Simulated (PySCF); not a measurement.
Two species compared at the same levels of theory.

First species: N-formylmorpholine, C₅H₉NO₂.
Numbering: `[O:1]=[CH:2][N:3]1[CH2:4][CH2:5][O:6][CH2:7][CH2:8]1` (hydrogens: H9 on C2; H10, H11 on C4; H12, H13 on C5; H14, H15 on C7; H16, H17 on C8)

Geometry (GFN2-xTB, Å), atoms numbered from 1 in this order:
```
atom  x, y, z in Å
O1     2.6955   -1.1589    0.3124
C2     2.1096   -0.1167    0.1454
N3     0.8607    0.0031   -0.3331
C4     0.0487   -1.1637   -0.6117
C5    -1.1814   -1.1439    0.3009
O6    -1.8989    0.0637    0.1603
C7    -1.0977    1.1743    0.4842
C8     0.1381    1.2474   -0.4249
H9     2.5655    0.8685    0.3602
H10   -0.2687   -1.1385   -1.6598
H11    0.6575   -2.0500   -0.4288
H12   -0.8607   -1.2680    1.3463
H13   -1.8749   -1.9434    0.0369
H14   -0.7711    1.1099    1.5342
H15   -1.7270    2.0560    0.3540
H16    0.7838    2.0740   -0.1248
H17   -0.1862    1.3982   -1.4615
```

Second species: cyclopentene, C₅H₈.
Structure used (GFN2-xTB), in Å, numbered top down from 1:
```
atom  x, y, z in Å
C1     0.3527    1.3053   -0.0469
C2     1.2972    0.3821   -0.0318
C3     0.7305   -1.0061   -0.0510
C4    -0.7720   -0.7858    0.1981
C5    -1.0218    0.7068   -0.0801
H6     0.5017    2.3714   -0.0606
H7     2.3599    0.5548   -0.0307
H8     0.9141   -1.4700   -1.0245
H9     1.1853   -1.6454    0.7072
H10   -1.3886   -1.4271   -0.4291
H11   -1.0060   -1.0082    1.2394
H12   -1.6862    1.1597    0.6574
H13   -1.4712    0.8631   -1.0650
```

Levels: wB97X-D/def2-SVPD for HOMO energy, LUMO energy, HOMO–LUMO gap and static isotropic polarisability; TDDFT wB97X-D/def2-SVPD for lowest singlet excitation; TDA wB97X-D/def2-SVPD for lowest triplet excitation (Tamm–Dancoff). Geometries: GFN2-xTB. Each species is one conformer at its optimised geometry, gas phase, non-relativistic unless stated; the electronic structure was computed with PySCF and density fitting.

Which has the higher S1 energy?

The second: 6.96 eV against 5.84 eV, a difference of 1.12 eV.

Which of the two has the higher HOMO energy, and by how much?

The second: -8.71 eV against -8.88 eV, a difference of 0.17 eV.

Which has the higher HOMO–LUMO gap?

The second: 11.23 eV against 10.96 eV, a difference of 0.27 eV.

Which has the higher static isotropic polarisability?

The first: 72.7 au against 56.0 au, a difference of 16.7 au.

Which of the two has the higher T1 energy, and by how much?

The first: 5.18 eV against 4.50 eV, a difference of 0.68 eV.

Which of the two has the higher LUMO energy, and by how much?

The second: 2.52 eV against 2.08 eV, a difference of 0.44 eV.

On the first: The principal polarisabilities are 59.7, 74.2 and 84.3 au; their mean is the isotropic value. The vertical singlet–triplet gap S1 − T1 is 0.66 eV (TDDFT singlet less Tamm–Dancoff triplet; S1: HOMO−1→LUMO, weight 0.46, beside HOMO−1→LUMO+1, weight 0.38; T1: HOMO→LUMO, weight 0.39, beside HOMO→LUMO+1, weight 0.34).

On the second: The vertical singlet–triplet gap S1 − T1 is 2.46 eV (TDDFT singlet less Tamm–Dancoff triplet; S1: HOMO→LUMO+1, weight 0.92; T1: HOMO→LUMO, weight 0.94). The principal polarisabilities are 45.6, 57.0 and 65.5 au; their mean is the isotropic value.
